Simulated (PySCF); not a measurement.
Species: C5H11NOSi2.
Numbering: `[N:1]#[C:2][C@@H:3]1[CH2:4][CH2:5][C@H:6]1[SiH2:7][O:8][SiH3:9]` (hydrogens: H10 on C3; H11, H12 on C4; H13, H14 on C5; H15 on C6; H16, H17 on Si7; H18, H19, H20 on Si9)

All values: PBE0/pcSseg-1 (PySCF, non-relativistic), on one gas-phase PBE0-D3(BJ)/def2-SVP geometry that isn't relaxed in the solvent. The solvent is an IEF-PCM continuum (cavity from Bondi-type radii × 1.2). Only the electrostatic response of the medium enters.

Gas phase at PBE0/pcSseg-1: HOMO -8.34 eV, LUMO -0.20 eV, dipole 4.43 D.

**Question.** What does the continuum do to the energy, the frontier levels and the dipole at PBE0/pcSseg-1 in tetrahydrofuran and dimethylsulfoxide?

**Answer.** 
```json
{"solvent": "tetrahydrofuran", "ε": "7.426", "E(solvent) − E(gas) (kcal/mol)": "-5.47", "polarisation term (kcal/mol)": "-6.45", "distortion of the solute (kcal/mol)": "0.98", "HOMO (eV)": "-8.07", "LUMO (eV)": "0.08", "dipole (D)": "5.45"}
{"solvent": "dimethylsulfoxide", "ε": "46.83", "E(solvent) − E(gas) (kcal/mol)": "-6.61", "polarisation term (kcal/mol)": "-8.06", "distortion of the solute (kcal/mol)": "1.45", "HOMO (eV)": "-8.02", "LUMO (eV)": "0.12", "dipole (D)": "5.68"}
```

Polarisation term: ½ Σ q·V over the induced surface charges. Distortion: the rise of the solute's own energy as its density leaves the gas-phase optimum. From tetrahydrofuran to dimethylsulfoxide the lowering changes by a factor 1.21, Onsager's factor (ε − 1)/(2ε + 1) by 1.19 and ε itself by 6.3.

**Question.** Which radius a makes the point-dipole formula ΔE = −[(ε − 1)/(2ε + 1)]·μ²/a³ give the value in dimethylsulfoxide, with the gas-phase dipole?

**Answer.** μ = 1.741 au and |ΔE| = 0.01054 Eh give a = 2.74 Å; the farthest nucleus lies 4.35 Å from the centroid of the nuclei, so such a sphere wouldn't even hold the nuclei. The formula assumes a rigid point dipole at the centre of a sphere.

**Question.** Which ESP-fitted charges (PBE0/pcSseg-1) respond most in dimethylsulfoxide (means over atoms taken as equivalent)?

**Answer.** 
| atoms | environment | gas (e) | solvent (e) | change |
| --- | --- | --- | --- | --- |
| N1 | nitrile nitrogen | -0.429 | -0.541 | -0.112 |
| C2 | nitrile carbon | +0.215 | +0.296 | +0.081 |
| C3 | sp3 carbon next to a nitrile | +0.187 | +0.151 | -0.036 |
| C6 | sp3 carbon bound to silicon | -0.329 | -0.306 | +0.023 |
| O8 | siloxane oxygen | -0.407 | -0.428 | -0.021 |
| H10 | methine hydrogen | +0.063 | +0.081 | +0.018 |
| Si9 | oxygen-bound silicon | +0.563 | +0.581 | +0.018 |
| C4 | four-membered-ring carbon | -0.276 | -0.262 | +0.014 |
| H13 | methylene hydrogen | +0.036 | +0.048 | +0.012 |
| H17 | Si–H hydrogen | -0.085 | -0.097 | -0.012 |
| Si7 | oxygen-bound silicon | +0.464 | +0.471 | +0.007 |
| H15 | methine hydrogen | +0.152 | +0.160 | +0.008 |

**Question.** How do the nuclear quadrupole coupling constants eQVzz/h respond in dimethylsulfoxide?

**Answer.** 
| nucleus | Q (barn) | gas (MHz) | solvent (MHz) | η gas | η solvent |
| --- | --- | --- | --- | --- | --- |
| 14N at N1 | 0.02044 | -4.49 | -4.07 | 0.05 | 0.05 |
| 17O at O8 | -0.0256 | -6.98 | -6.97 | 0.13 | 0.14 |

On Arm Neoverse N1, one thread, on a shared host, this took 90 s wall and 1.2 GiB of memory at its peak. This is the whole shielding run at PBE0/pcSseg-1 in dimethylsulfoxide, SCF included.

The values belong to the conformer `[N:1]#[C:2][C@@H:3]1[CH2:4][CH2:5][C@H:6]1[SiH2:7][O:8][SiH3:9]`: C5–C6–Si7–O8 56°, C6–Si7–O8–Si9 -99°.
